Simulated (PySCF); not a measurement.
An unknown gives this computed stick spectrum. Theory: TDDFT PBE0/def2-SVPD, vertical, gas phase, core orbitals frozen in the response (PySCF). Geometries: GFN2-xTB, one conformer each.

```csv
state,E (eV),λ (nm),f
S1,5.18,239.4,0.0008
S2,5.63,220.4,0.0004
S3,5.93,209.0,0.0018
S4,6.48,191.4,0.297
S5,6.55,189.3,0.027
S6,6.86,180.7,0.014
S7,7.09,174.8,0.025
S8,7.19,172.3,0.017
```

Orbital energies (eV): HOMO-3 -9.31, HOMO-2 -7.90, HOMO-1 -7.35, HOMO -6.88, LUMO -0.23, LUMO+1 0.40, LUMO+2 1.04.

Question: Which structure fits? All have the formula C5H7NO.
A. `CCc1ccno1`
B. `C(OC(C#N)=C)C`
C. `CO/C=N/C1C=C1`

Answer: C. Its S1, at 5.18 eV, is the lowest among the candidates; the nearest of the others has S1 at 5.56 eV. S1 is HOMO→LUMO (96%). Löwdin shares by element: HOMO carbon 27% or more, nitrogen 25%, oxygen 20% (atoms not listed hold the other 28%); LUMO carbon 69% or more, hydrogen 14% or more (atoms not listed hold the other 17%). At the same level the other candidates give, for their lowest levels:
- `C=C(C#N)OCC`: 5.56 eV (f 0.261); 5.98 eV (f 0.000); 6.82 eV (f 0.019); 6.88 eV (f 0.002); 7.23 eV (f 0.054); T1 3.25 eV; HOMO -7.30, LUMO -1.34 eV
- `CCc1ccno1`: 6.39 eV (f 0.113); 6.41 eV (f 0.117); 6.95 eV (f 0.006); 7.20 eV (f 0.016); 7.76 eV (f 0.008); T1 4.24 eV; HOMO -7.40, LUMO -0.32 eV

Shape of the structure used: `[CH3:1][O:2]/[CH:3]=[N:4]/[CH:5]1[CH:6]=[CH:7]1`: C1–O2–C3–N4 0°, C3–N4–C5–C6 -27°.
Triplets come from the Tamm–Dancoff approximation.
